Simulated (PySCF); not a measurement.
Species: C4H6ClFO2.
Z-matrix (Å and degrees, GFN2-xTB geometry), rows numbered from 1:
```
F 
C   1  1.3971
O   2  1.3608  1  108.55
C   3  1.4217  2  113.40  1    67.62
C   4  1.5265  3  111.09  2    52.26
Cl  5  1.7899  4  109.73  3    70.06
C   5  1.5265  4  108.54  3   -49.86
O   2  1.3608  1  108.58  3   127.16
H   2  1.0967  1  106.74  3  -116.41
H   4  1.0903  3  105.44  2   173.58
H   4  1.0989  3  109.69  2   -68.49
H   5  1.0909  4  110.94  3  -171.97
H   7  1.0902  5  111.79  4   167.39
H   7  1.0989  5  109.14  4   -71.20
```

A PySCF run (density fitting, gas phase, GFN2-xTB geometry) gave HOMO -7.25 eV, LUMO -1.15 eV, dipole 2.04 D and E = -861.040 Eh.

**Question.** Which of these levels was it?
A. revPBE/MINI
B. PBE0/3-21G
C. HCTH407/pcSseg-0
D. CAM-B3LYP/STO-3G

**Answer.** A. It is revPBE/MINI. All candidates on this geometry:

```json
{"level and settings": "revPBE/MINI, level shift 0.3 Eh, start guess vsap", "kind": "GGA", "basis functions": "50", "SCF cycles": "13", "E (Eh)": "-861.0400", "HOMO (eV)": "-7.25", "LUMO (eV)": "-1.15", "dipole (D)": "2.04"}
{"level and settings": "HCTH407/pcSseg-0, fitting basis def2-qzvpp-jkfit", "kind": "GGA", "basis functions": "88", "SCF cycles": "10", "E (Eh)": "-865.0237", "HOMO (eV)": "-6.98", "LUMO (eV)": "-0.52", "dipole (D)": "2.81"}
{"level and settings": "PBE0/3-21G, damping 0.1 at the start, DIIS from the seventh cycle", "kind": "global hybrid", "basis functions": "88", "SCF cycles": "15", "E (Eh)": "-861.4935", "HOMO (eV)": "-8.01", "LUMO (eV)": "0.89", "dipole (D)": "2.77"}
{"level and settings": "CAM-B3LYP/STO-3G, start guess vsap", "kind": "range-separated hybrid", "basis functions": "50", "SCF cycles": "9", "E (Eh)": "-855.8809", "HOMO (eV)": "-6.49", "LUMO (eV)": "5.37", "dipole (D)": "2.61"}
```

The nearest other candidate, by the summed differences of HOMO and LUMO, is HCTH407/pcSseg-0: its HOMO differs by +0.27 eV and its LUMO by +0.63 eV.
